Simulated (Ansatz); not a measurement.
`C=C1CC1[SiH3]`, charge 0, multiplicity 1.

Give a relaxed structure at PBE0-D4/def2-TZVP (Ansatz 0.2.0). (Estimate.)

Ansatz gave: 
Z-matrix (Å, degrees):
```
C
C 1 1.453
C 1 1.541 2 58.3
H 1 1.085 2 118.5 3 106.1
H 1 1.086 2 119.1 3 -106.6
C 2 1.315 1 148.6 3 179.3
Si 3 1.861 1 119.1 2 -108.1
H 3 1.088 1 115.4 2 106.4
H 6 1.085 2 121.2 1 -179.9
H 6 1.084 2 121.1 1 0.4
H 7 1.489 3 110.9 1 -89.9
H 7 1.487 3 111.0 1 149.7
H 7 1.487 3 108.3 1 29.8
```
This is one stationary point; other conformers may exist.
